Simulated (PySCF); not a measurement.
ClGeH6NSi, SMILES Cl[Si@@H]([GeH3])N. Atoms are numbered in the order given.

```xyz
10

N     -1.8859     0.8729     0.8781
Si    -0.8909    -0.3522     0.1995
Cl    -1.0803    -0.5763    -1.8790
Ge     1.3828     0.2078     0.5811
H     -2.8864     0.7229     0.9597
H     -1.6818     1.8485     0.6895
H     -1.3187    -1.6515     0.7858
H      2.3156    -0.7736    -0.1479
H      1.6431     1.6261     0.0364
H      1.7185     0.1965     2.0843
```
Charge 0, spin multiplicity 1.

Geometry optimised at PBE0-D3(BJ)/def2-SVP. The structure was generated by enumeration; whether it is a known compound was not checked. The values are those of a single conformer.

These are B3LYP/pcSseg-1 (PySCF) values and carry that method's errors.

GIAO shieldings, no solvent; atoms listed in one row are averaged. δ = σ(ref) − σ: ¹⁵N against NH3 (σ = 265.5 ppm); ²⁹Si against TMS (σ = 338.7 ppm); ³⁵Cl against HCl (σ = 933.3 ppm); ⁷³Ge against GeH4 (σ = 1631.8 ppm); ¹H against TMS (σ = 31.68 ppm), references at their B3LYP-D3(BJ)/def2-TZVP geometries, non-relativistic (without spin–orbit terms, shifts of atoms bonded to Cl or Br come out too high).

Task: Estimate the chemical shifts. (The exact figures need the calculation; the answer reports its results.)

Result: 
| nucleus | atoms | count | δ (ppm) |
|---|---|---|---|
| ¹⁵N | N1 | 1 | 45.3 |
| ²⁹Si | Si2 | 1 | 0.1 |
| ³⁵Cl | Cl3 | 1 | 96.8 |
| ⁷³Ge | Ge4 | 1 | -0.3 |
| ¹H | H7 | 1 | 5.79 |
| ¹H | H8, H9, H10 | 3 | 3.79 |
| ¹H | H5 | 1 | 1.75 |
| ¹H | H6 | 1 | 1.40 |
